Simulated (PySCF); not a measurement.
# Correlation energy of Ta⁺ (tantalum, charge +1)

[Xe] 4f14 5d3 6s1, high-spin 5F determinant. Computed with PySCF 2.14 in ANO-RCC-VTZP, with the spin-free X2C one-electron Hamiltonian (Gaussian nucleus). Frozen: [Xe] 4f14; 4 electrons correlated.

```
  level  correlation energy (mhartree)
   CCSD                         -28.98
    (T)                          -0.27
CCSD(T)                         -29.25
```

Diagnostics: T1 = 0.0032, D1 = 0.0073, largest double amplitude 0.026.

Problem. Is a single reference adequate?

Solution. Yes, within this model without spin-orbit coupling: T1 lies below 0.03 and no double amplitude reaches 0.07.
